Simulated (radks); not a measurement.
Isoelectronic series with 21 electrons, each ion in its NIST ground configuration. Calculated with a radial shooting solver on a logarithmic mesh with Libxc functionals: Dirac Kohn-Sham, PBE, spin-unpolarised, spherical densities, point nucleus; open shells are shared between the two j in proportion to 2j + 1. Total energies (hartree) and orbital eigenvalues (eV) (* marks an orbital that is empty in some or all of the ions):

Sc: configuration [Ar] 3d1 4s2; E (hartree) -764.06267; 3d5/2 -3.2223; 3d3/2 -3.2526; 4s1/2* -4.1828; 3p3/2 -33.4498
Ti+: configuration [Ar] 3d2 4s1; E (hartree) -853.30301; 3d5/2 -11.3491; 3d3/2 -11.3977; 4s1/2* -10.3502; 3p3/2 -45.9268
V2+: configuration [Ar] 3d3; E (hartree) -948.20711; 3d5/2 -21.2885; 3d3/2 -21.3595; 4s1/2* -17.7974; 3p3/2 -60.2990
Cr3+: configuration [Ar] 3d3; E (hartree) -1048.56969; 3d5/2 -39.0754; 3d3/2 -39.1856; 4s1/2* -28.9872; 3p3/2 -83.3756
Mn4+: configuration [Ar] 3d3; E (hartree) -1154.37271; 3d5/2 -60.6584; 3d3/2 -60.8183; 4s1/2* -42.2545; 3p3/2 -110.1802
Fe5+: configuration [Ar] 3d3; E (hartree) -1265.61585; 3d5/2 -85.7390; 3d3/2 -85.9607; 4s1/2* -57.4803; 3p3/2 -140.4220
Co6+: configuration [Ar] 3d3; E (hartree) -1382.30593; 3d5/2 -114.1659; 3d3/2 -114.4633; 4s1/2* -74.6030; 3p3/2 -173.9645
Ni7+: configuration [Ar] 3d3; E (hartree) -1504.45380; 3d5/2 -145.8508; 3d3/2 -146.2397; 4s1/2* -93.5863; 3p3/2 -210.7329

3d5/2 drops below 4s1/2 between Sc and Ti+. 3d3/2 drops below 4s1/2 between Sc and Ti+.
